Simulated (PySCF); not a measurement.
C7H3F3N3 (charge -1).
Atom-mapped SMILES: `[F:1][C:2]([F:3])([F:4])[c:5]1[cH:6][cH:7][c:8]2[n-:9][n:10][n:11][c:12]2[cH:13]1`

Cartesian coordinates in Å at the GFN2-xTB level; atoms count from 1:
```
atom  x, y, z in Å
F1     2.7566   -1.4274   -0.7196
C2     2.3796   -0.3294   -0.0305
F3     3.1112    0.6828   -0.5555
F4     2.9082   -0.5105    1.2158
C5     0.9147   -0.0816   -0.0268
C6     0.4655    1.2415    0.1674
C7    -0.8734    1.5391    0.2062
C8    -1.7818    0.4921    0.0551
N9    -3.1278    0.4359    0.0417
N10   -3.4519   -0.8258   -0.1362
N11   -2.4241   -1.6283   -0.2443
C12   -1.3171   -0.8602   -0.1327
C13    0.0417   -1.1451   -0.1699
H14    1.2036    2.0247    0.2797
H15   -1.2163    2.5546    0.3502
H16    0.4037   -2.1533   -0.3120
```

NICS is the negative of the GIAO shielding at a point without a nucleus: at the ring centre (0) and 1 Å above and below it (1); zz is the component along the ring normal. Level: GIAO PBE0/pcSseg-1 (PySCF, non-relativistic, gas phase) on the GFN2-xTB geometry, one conformer.

Rings: 1. C5–C6–C7–C8–C12–C13; 2. C8–N9–N10–N11–C12.

| set | NICS(0) | NICS(1), two faces | NICS(1)zz, two faces |
| --- | --- | --- | --- |
| P | -13.3 | -16.6 / -16.6 | -42.3 / -42.3 |
| Q | -10.2 | -11.7 / -11.8 | -28.7 / -29.0 |

Which set (ppm) belongs to which ring?

P = 2, Q = 1.
- 1 (6-membered carbocycle; formal bonds all aromatic): mean NICS(1)zz -28.8 ppm, shielded, aromatic by this magnetic criterion (flat ring, no four-coordinate atom), though in fused rings the probe also feels the neighbouring ring.
- 2 (5-membered ring with 3 N; formal bonds all aromatic): mean NICS(1)zz -42.3 ppm, shielded. For a flat ring without four-coordinate atoms the NICS criterion counts such a value as aromatic, though in fused rings the probe also feels the neighbouring ring.

How do the rings differ in shape?

```
ring                          bond lengths (Å)  rms pucker (Å)  HOMA  nearest outside atom to a NICS(1) probe (Å)
   1  1.411, 1.372, 1.394, 1.442, 1.389, 1.383            0.00  0.84                                hydrogen 2.66
   2         1.347, 1.315, 1.309, 1.352, 1.442            0.00  0.84                                  carbon 2.74
```

HOMA = 1 − mean of α(R − Ropt)² over the ring bonds, with Krygowski's 1993 parameters (CC: Ropt 1.388 Å, α 257.7 Å⁻²; CN: Ropt 1.334 Å, α 93.52 Å⁻²; NN: Ropt 1.309 Å, α 130.33 Å⁻²).
